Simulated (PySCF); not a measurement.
This script is equivalent to a calculation on Ga (gallium, neutral).

```python
from pyscf import gto, scf, dft, mp, cc
import basis_set_exchange as bse
mol = gto.M(atom="Ga 0 0 0", charge=0, spin=1, symmetry="D2h",
            basis=gto.basis.parse(bse.get_basis("x2c-TZVPall", elements=["Ga"], fmt="nwchem", header=False)),
            nucmod="G")
mf = scf.UHF(mol).sfx2c1e()
mf.irrep_nelec = {'Ag': (6, 6), 'B1g': (1, 1), 'B2g': (1, 1), 'B3g': (1, 1), 'B1u': (2, 2), 'B2u': (3, 2), 'B3u': (2, 2)}
mf.kernel()
```

**Question.** What total energy does it give?

**Answer.** -1942.16906 hartree (calculated).

**Question.** Which occupied shell lies highest, and where?

**Answer.** 4p α, at -5.794 eV.

**Question.** What is ⟨S²⟩, and what would a pure spin state give?

**Answer.** 0.762, against 0.75.
